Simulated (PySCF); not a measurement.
Potential energy surface of Br3 (anion, charge -1), singlet: symmetric bend, bond length relaxed. Scanned: Br-Br-Br angle. Other coordinates (Br-Br bond length) were minimised at B3LYP/def2-TZVP.

Computed with wB97X-V/aug-cc-pVDZ (PySCF).

Scanned values (°): 180, 170, 160, 150, 140, 130, 120, 110, 100, 90, 80.

Question: Describe the profile: where are the wells and the tops?

Answer: Lower than their neighbours: 180° (0.0 kcal/mol, end of the scan). Higher than their neighbours: 80° (58.7 kcal/mol, end of the scan). The whole profile spans 58.7 kcal/mol.
